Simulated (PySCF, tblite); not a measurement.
Isomers of C5H8Cl2Si, one GFN2-xTB conformer each. Single-point energies are computed at PBE0/pcSseg-1 (PySCF, gas phase, no added dispersion term), electronic only.

Task: Rank them by PBE0/pcSseg-1 energy, lowest first (kcal/mol).
A. `[CH2:1]=[C:2]=[C:3]([SiH2:4][CH3:5])[CH:6]([Cl:7])[Cl:8]` with C2–C3–Si4–C5 24°, C2–C3–C6–Cl7 -7°
B. `[Cl:1][C:2]1=[CH:3][SiH2:4][CH2:5][C@@H:6]([Cl:7])[CH2:8]1` with C2–C3–Si4–C5 5°, C3–Si4–C5–C6 -35°, Si4–C5–C6–Cl7 -57°, C5–C6–C8–C2 -59°
C. `Cl[C@@H]1[C@H]2C[SiH2][C@]1(Cl)C2`
D. `[Cl:1][CH:2]([Cl:3])[C:4]1=[CH:5][SiH2:6][CH2:7][CH2:8]1` with Cl1–C2–C4–C5 122°, C4–C5–Si6–C7 -9°, C5–Si6–C7–C8 16°, Si6–C7–C8–C4 -19°, C2–C4–C8–C7 -167°
E. `[SiH3:1][C@H:2]1[C@H:3]([Cl:4])[CH:5]=[CH:6][C@@H:7]1[Cl:8]` with Si1–C2–C3–Cl4 -144°, C2–C3–C5–C6 13°, C5–C6–C7–Cl8 106°, Si1–C2–C7–C6 -99°
F. `[SiH3:1][CH2:2][C@@:3]1([Cl:4])[C@@H:5]2[C@@H:6]([Cl:7])[C@H:8]12` with Si1–C2–C3–Cl4 -56°
G. `[CH3:1][C@@:2]1([Cl:3])[CH:4]=[C:5]([Cl:6])[CH2:7][SiH2:8]1` with C1–C2–C4–C5 137°, C4–C5–C7–Si8 -6°, C5–C7–Si8–C2 9°, C1–C2–Si8–C7 -136°

Result: B (0.0), G (3.9), D (7.6), E (14.0), C (15.2), A (35.7), F (48.4).

As drawn, the lowest has a C=C bond outside aromatic rings, which the highest lacks; the highest has a three-membered ring, which the lowest lacks. Neighbours under 2.5 kcal/mol apart ([SiH3][C@H]1[C@H](Cl)C=C[C@@H]1Cl and Cl[C@@H]1[C@H]2C[SiH2][C@]1(Cl)C2) can change places with a better method, another conformer or zero-point energy. GFN2-xTB itself gives, in the same order: 0.0, 1.5, 10.8, 2.3, 5.0, 40.7, 35.8. Both levels put the same isomer lowest; measured from each level's own lowest isomer, the values differ by up to 12.6 kcal/mol ([SiH3]C[C@@]1(Cl)[C@@H]2[C@@H](Cl)[C@@H]21: 35.8 against 48.4).

Task: Which frontier levels, dipoles and rotational constants go with these structures?

Result: 
```json
{"SMILES": "ClC1=C[SiH2]C[C@@H](Cl)C1", "HOMO (eV, PBE0/pcSseg-1)": "-7.44", "LUMO (eV)": "-0.55", "dipole (D)": "2.52", "A, B, C (MHz)": "1721, 895.5, 722.7"}
{"SMILES": "C[C@@]1(Cl)C=C(Cl)C[SiH2]1", "HOMO (eV, PBE0/pcSseg-1)": "-7.33", "LUMO (eV)": "-0.57", "dipole (D)": "2.28", "A, B, C (MHz)": "1871, 772.4, 682.7"}
{"SMILES": "ClC(Cl)C1=C[SiH2]CC1", "HOMO (eV, PBE0/pcSseg-1)": "-7.82", "LUMO (eV)": "-0.97", "dipole (D)": "1.84", "A, B, C (MHz)": "2099, 679.8, 622.7"}
{"SMILES": "[SiH3][C@H]1[C@H](Cl)C=C[C@@H]1Cl", "HOMO (eV, PBE0/pcSseg-1)": "-7.91", "LUMO (eV)": "-1.02", "dipole (D)": "3.31", "A, B, C (MHz)": "1229, 1087, 764.8"}
{"SMILES": "Cl[C@@H]1[C@H]2C[SiH2][C@]1(Cl)C2", "HOMO (eV, PBE0/pcSseg-1)": "-7.59", "LUMO (eV)": "-0.04", "dipole (D)": "3.58", "A, B, C (MHz)": "1602, 1196, 811.3"}
{"SMILES": "C=C=C([SiH2]C)C(Cl)Cl", "HOMO (eV, PBE0/pcSseg-1)": "-7.87", "LUMO (eV)": "-0.74", "dipole (D)": "2.77", "A, B, C (MHz)": "1506, 845.6, 598.8"}
{"SMILES": "[SiH3]C[C@@]1(Cl)[C@@H]2[C@@H](Cl)[C@@H]21", "HOMO (eV, PBE0/pcSseg-1)": "-8.09", "LUMO (eV)": "0.61", "dipole (D)": "2.31", "A, B, C (MHz)": "2646, 589.6, 528.3"}
```

Task: What happens when harmonic zero-point energies from GFN2-xTB frequencies are added?

Result: 
```tsv
SMILES	ZPE (kcal/mol)	electronic (kcal/mol)	with ZPE (kcal/mol)
ClC1=C[SiH2]C[C@@H](Cl)C1	70.8	0.0	0.0
C[C@@]1(Cl)C=C(Cl)C[SiH2]1	69.9	3.9	3.1
ClC(Cl)C1=C[SiH2]CC1	70.1	7.6	7.0
[SiH3][C@H]1[C@H](Cl)C=C[C@@H]1Cl	68.7	14.0	12.0
Cl[C@@H]1[C@H]2C[SiH2][C@]1(Cl)C2	71.6	15.2	16.1
C=C=C([SiH2]C)C(Cl)Cl	67.0	35.7	32.0
[SiH3]C[C@@]1(Cl)[C@@H]2[C@@H](Cl)[C@@H]21	67.5	48.4	45.1
```

The zero-point energies span 4.6 kcal/mol. The order is unchanged.
